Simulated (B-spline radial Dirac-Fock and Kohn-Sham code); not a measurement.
## Photoabsorption cross section of Cr¹²⁺ by shell

System: chromium as Cr¹²⁺ in the configuration [Ne] 3s2.

Model: a relativistic central-field model (Hartree-Slater potential of the initial state, Latter tail, multipole expansion of the photon field, Dirac-Fock thresholds). Program: a radial B-spline solver.

Computed thresholds (eV): K 6360.6, L1 1049.3, L2 936.1, L3 927.4, M1 351.5.

```csv
photon energy (eV),total (b),K (%),L (%),M (%)
1040,471400,–,94.5,5.5
1486.9,235600,–,94.8,5.2
3880,18520,–,91.4,8.6
4000,17050,–,91.2,8.8
12000,7347,89.2,9.4,1.4
15000,3939,89.4,9.2,1.4
15700,3462,89.5,9.1,1.4
17479.3,2551,89.5,9.0,1.4
105000,11.58,89.8,8.6,1.7
122000,7.270,89.8,8.6,1.7
150000,3.833,89.8,8.6,1.7
157000,3.329,89.8,8.6,1.7
182000,2.112,89.8,8.6,1.7
```

Question: With what power of the photon energy does the total fall between 157000 and 182000 eV?

Answer: As E^-3.08. The non-relativistic Born limit for an s electron far above threshold is E^-3.5; near threshold and at relativistic energies the fall is slower.
